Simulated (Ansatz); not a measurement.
Ansatz (a program for electronic structure) input (CCSD(T)/cc-pVDZ):

Ansatz 0.2 input:
```yaml
crystal:
  periodic: [false, false, false]
  atoms:
    - {symbol: C, position_ang: [-1.66400561, -0.21726526, -0.15197177]}
    - {symbol: C, position_ang: [-1.27333461, 0.88594890, 0.77678420]}
    - {symbol: C, position_ang: [0.24284290, 1.02690266, 0.54897748]}
    - {symbol: C, position_ang: [0.70539390, -0.38286138, 0.14575971]}
    - {symbol: C, position_ang: [2.06223990, -0.42940678, -0.53994758]}
    - {symbol: C, position_ang: [-0.46616797, -0.90646875, -0.71271992]}
    - {symbol: H, position_ang: [-2.68555501, -0.48047759, -0.38740938]}
    - {symbol: H, position_ang: [-1.48044933, 0.61715892, 1.82416430]}
    - {symbol: H, position_ang: [-1.81994116, 1.81723455, 0.59667501]}
    - {symbol: H, position_ang: [0.77629543, 1.41196050, 1.41927289]}
    - {symbol: H, position_ang: [0.42806668, 1.71574042, -0.28140206]}
    - {symbol: H, position_ang: [0.74828307, -0.99385122, 1.05470689]}
    - {symbol: H, position_ang: [2.85020910, -0.04288695, 0.11028864]}
    - {symbol: H, position_ang: [2.05443593, 0.17497127, -1.45109398]}
    - {symbol: H, position_ang: [2.33261673, -1.45022636, -0.81926801]}
    - {symbol: H, position_ang: [-0.30256172, -0.63196309, -1.76800273]}
    - {symbol: H, position_ang: [-0.54321095, -1.99875702, -0.69922424]}
basis:
  gaussian:
    orbitals: cc-pVDZ
magnetization: {spin_polarized: true, initial_magnetization: 1}
correlation: {method: ccsd_t, electrons: outside_noble_gas}
```

Output:

```
Functional definition: HF
integrals: 0.52 GiB planned
1260 factors; integrals over basis functions are off by at most 1.2e-3 eV
0.60 GiB of device memory are held for the factors and their scratch space
mean field: 0.92 GiB planned
mean field evaluation 1: about -6352.0653 eV, gradient 2.4e1 eV
mean field evaluation 2: about -6352.3408 eV, gradient 2.4e1 eV
mean field evaluation 4: about -6356.2675 eV, gradient 3.5e0 eV
mean field evaluation 8: about -6356.3666 eV, gradient 1.6e-1 eV
mean field evaluation 16: about -6355.5022 eV, gradient 9.4e0 eV
mean field -6356.36709686 eV, -233.5921823092 hartree, gradient 1.8e-6 eV, S^2 0.764474; 0 other end points of the search recorded, 0 dependent functions left out
6 core orbitals not correlated
reference -6356.36709686 eV, -233.5921823092 hartree; 18, 17 occupied and 115, 116 virtual orbitals, 1260 factors
second order -22.39247908 eV of doubles, -0.00000000 eV of singles
coupled cluster: 5.54 GiB planned
cycle   1  -23.74441868 eV  change    -1.4e0 eV  update   9.5e-2
cycle   2  -24.37043172 eV  change   -6.3e-1 eV  update   2.8e-2
cycle   3  -24.46716380 eV  change   -9.7e-2 eV  update   1.1e-2
cycle   4  -24.46999871 eV  change   -2.8e-3 eV  update   3.8e-3
cycle   5  -24.47046996 eV  change   -4.7e-4 eV  update   1.5e-3
cycle   6  -24.47022996 eV  change    2.4e-4 eV  update   5.6e-4
cycle   7  -24.47016091 eV  change    6.9e-5 eV  update   1.7e-4
cycle   8  -24.47017365 eV  change   -1.3e-5 eV  update   6.9e-5
cycle   9  -24.47015399 eV  change    2.0e-5 eV  update   2.5e-5
perturbative correction -0.77127646 eV, -0.0283438873 hartree
Total energy: -6381.60852731 eV, -234.5197877691 hartree
```

It need not be the lowest isomer of its formula.
